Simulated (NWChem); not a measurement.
C$_{3}$H$_{5}$FSi; SMILES F[C@@H]1C=C[SiH2]1

```xyz
10

F      0.3760    -1.9103    -0.2783
C      0.0225    -0.7946     0.4860
C     -1.2914    -0.1648     0.0636
C     -1.0440     1.1284    -0.2372
Si     0.7970     0.9116     0.0069
H      0.0413    -1.1018     1.5388
H     -2.2461    -0.6956     0.0360
H     -1.7794     1.8798    -0.5068
H      1.4993     1.7243     1.0437
H      1.6364     0.8872    -1.2199
```
Atoms are numbered in this order, from 1.

Computed with NWChem. Pople sets run with spherical d functions. Structure relaxed at the B3LYP/6-31G* (spherical d) level. Level: B3LYP/6-31G* with SMD (1 M gas to 1 M solution), gas-phase geometry. Reactions with the solvent are ignored.

For solvent water:

| Property | Value |
|---|---|
| solvation free energy (kcal/mol) | 1.0 |
| cavity-dispersion-structure term (kcal/mol) | 4.0 |
| dipole in solution (D) | 2.17 |

Task: What are these values for solvent toluene?

Result: 
- solvation free energy (kcal/mol) = -2.2
- cavity-dispersion-structure term (kcal/mol) = -0.6
- dipole in solution (D) = 1.95
